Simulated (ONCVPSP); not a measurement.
# Gd (Z = 64), ONCV: configuration errors across variants

```json
{
  "Element": "gadolinium",
  "Generator": "ONCVPSP 4.0.1",
  "Type": "optimised norm-conserving Vanderbilt (ONCV)",
  "Functional": "PBEsol",
  "Relativity": "fully relativistic",
  "Frozen core": "[Kr] 4d10",
  "Valence charge": "18",
  "Reference configuration": "4f7 5s2 5p6 5d1 6s2",
  "Partial waves": "5s+6s: rc 2.50 bohr, ncon 3, nbas 6, qcut 6.2 1/bohr, 2 projectors; 5p: rc 2.05 bohr, ncon 4, nbas 7, qcut 6.6 1/bohr, 2 projectors, debl 0.3 Ha; 5d: rc 3.35 bohr, ncon 5, nbas 9, qcut 4.2 1/bohr, 2 projectors, debl 0.9 Ha; 4f: rc 1.05 bohr, ncon 4, nbas 9, qcut 15.9 1/bohr, 3 projectors, debl 2.6 Ha",
  "Local potential": "polynomial inside 0.70 bohr (lpopt 5, dvloc0 2 Ha)",
  "Core correction": "Teter function fitted to the true core (icmod 2), fcfact 0.45"
}
```

Open shells are filled in proportion to 2j + 1.

In the p channel the program set the typed energies aside and used -0.955, 0.250 Ha (j = l + 1/2; the other j can differ).

All-electron excitation energies from the reference (eV): (1) 4f7 5s2 5p6 5d1 6s1 6.675; (2) 4f7 5s2 5p6 5d1 6s0 18.721; (3) 4f7 5s2 5p6 5d2 6s0 7.764.

A true bound ghost makes a file unfit for plane-wave use even where its test errors are small: the radial tests pick states by their node count and pass the ghost by.

Errors AE − PS in meV (a dash: test not solved or not reliable):

```tsv
change	(1)	(2)	(3)	bound ghosts	GHOST(+) flags above zero
base	-0.1	-2.4	-0.8	s, p3/2, d5/2, p1/2, d3/2	s
all radii but the core radius scaled by about 0.82 (s 2.04, p 1.68, d 2.74, f 0.86 bohr); local potential polynomial inside 0.58 bohr (lpopt 5, dvloc0 2 Ha)	+0.1	-0.5	-5.2	s, p3/2, f7/2, p1/2, f5/2	s, d5/2, f7/2, d3/2, f5/2
all radii but the core radius scaled by about 0.92 (s 2.30, p 1.88, d 3.08, f 0.96 bohr); local potential polynomial inside 0.64 bohr (lpopt 5, dvloc0 2 Ha)	0.0	-1.2	-3.5	s, p3/2, d5/2, p1/2, d3/2	s, f7/2, f5/2
all radii but the core radius scaled by about 1.11 (s 2.78, p 2.28, d 3.72, f 1.16 bohr); local potential polynomial inside 0.78 bohr (lpopt 5, dvloc0 2 Ha)	-0.3	-4.6	+7.0	s, p3/2, p1/2	d5/2, d3/2
all radii but the core radius scaled by about 1.18 (s 2.94, p 2.42, d 3.94, f 1.24 bohr); local potential polynomial inside 0.82 bohr (lpopt 5, dvloc0 2 Ha)	-0.5	-7.3	+10	s, p3/2, p1/2	d5/2, d3/2
```

Q: Give the same row for: all radii but the core radius scaled by about 1.28 (s 3.20, p 2.62, d 4.28, f 1.34 bohr); local potential polynomial inside 0.90 bohr (lpopt 5, dvloc0 2 Ha).

A: -0.7, -11, +25; bound ghosts: s, p3/2; GHOST(+) flags above zero: d5/2, p1/2, d3/2.
